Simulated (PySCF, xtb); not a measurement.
Mg(NMe2)(SH) (C2H7MgNS), SMILES [N](C)([Mg][SH])C. The values are those of a single conformer.

Harmonic wavenumbers (cm⁻¹) from xtb 6.7.1 with GFN2-xTB at its own minimum, in rising order: 29, 54, 92, 158, 214, 248, 285, 314, 391, 464, 490, 956, 1037, 1066, 1120, 1164, 1211, 1398, 1411, 1457, 1468, 1485, 1493, 2438, 2737, 2741, 2895, 2900, 2927, 2931.

Q: What does PBE-D3(BJ)/def2-SVP run with PySCF give at its own minimum? (An estimate is asked for; the answer gives what the named calculation found.)

A: 64, 89, 98, 160, 191, 260, 263, 290, 410, 532, 625, 986, 1055, 1069, 1113, 1197, 1231, 1381, 1385, 1387, 1406, 1431, 1448, 2607, 2844, 2852, 2877, 2891, 2993, 2994. Paired by order, the mean absolute difference is 44 cm⁻¹ and the zero-point energies are 53.7 and 54.5 kcal/mol.
